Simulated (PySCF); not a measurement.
C₄H₃N₂, SMILES [c]1cncnc1, multiplicity 2.

Geometry: PBE-D3(BJ)/def2-SVP. The isomer is the one that the SMILES or the coordinates give; other isomers of the formula were not compared.

All values below come from SMD-ωB97X/6-31G* run with PySCF.

Solvation free energies are E(SMD) − E(gas) at the gas-phase geometry, for 1 M in both phases. In vacuum the dipole moment is 1.38 D.

```json
[
 {"solvent": "water", "ΔG(solv) (kcal/mol)": "-5.6", "its non-electrostatic (CDS) part": "0.1", "dipole (D)": "1.88"},
 {"solvent": "tetrahydrofuran", "ΔG(solv) (kcal/mol)": "-6.2", "its non-electrostatic (CDS) part": "-1.5", "dipole (D)": "1.77"},
 {"solvent": "2-propanol", "ΔG(solv) (kcal/mol)": "-5.6", "its non-electrostatic (CDS) part": "-0.2", "dipole (D)": "1.84"}
]
```
